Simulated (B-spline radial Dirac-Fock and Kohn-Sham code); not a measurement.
Er¹³⁺: scattering cross sections and density moments

System: the Er¹³⁺ ion in the configuration 1s2 2s2 2p6 3s2 3p6 3d10 4s2 4p6 4d10 4f7 5s2.

The computed values come from an atomic code on a B-spline grid: relativistic Hartree-Fock (Dirac-Fock) wave functions, averaged over the configuration.

| Property | Result |
| --- | --- |
| Sum of ⟨r⟩ | 20.71 bohr |
| Sum of ⟨r²⟩ | 12.74 bohr² |
| Sum of ⟨1/r⟩ | 466.32 per bohr |
| Langevin diamagnetic susceptibility | -10.1 × 10⁻⁶ cm³/mol |
| Lamb shielding (α²/3)Σ⟨1/r⟩ | 8277 ppm |

Coherent scattering is the Thomson cross section weighted by f₀², without anomalous dispersion; incoherent scattering is Klein-Nishina weighted by S. The Lamb formula is the non-relativistic shielding expression. Electron correlation is left out.

```tsv
hν (keV)	coherent (b)	incoherent (b)	incoherent per electron (b)
2	1927	0.7660	0.0139
5	1583	3.426	0.0623
8.0478	1200	6.193	0.113
10	1001	7.822	0.142
20	476.2	14.15	0.257
30	284.9	17.87	0.325
100	42.99	22.70	0.413
500	2.240	15.52	0.282
```

Incoherent scattering overtakes coherent scattering between 100 and 500 keV.
